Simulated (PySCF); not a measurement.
A structure optimised at PBE-D3(BJ)/def2-SVP, used in a PySCF frequency run:

```
C
C 1 1.3872
O 2 1.3561 1 110.52
C 3 1.3665 2 107.53 1 0.00
C 4 1.3704 3 110.53 2 0.00
H 2 1.0941 3 116.84 4 180.00
H 4 1.0945 3 115.84 2 180.00
H 5 1.0945 4 127.52 7 0.00
C 1 1.4203 2 127.18 6 0.00
C 9 1.2257 2 154.58 6 0.00
H 10 1.0807 2 162.67 6 0.00
```
Charge 0, spin multiplicity 1.

Write its SMILES, formula and point group.

C#Cc1ccoc1, C6H4O, Cs

What are its rotational constants (standard atomic weights)?

9.2396, 1.8829, 1.5641 GHz
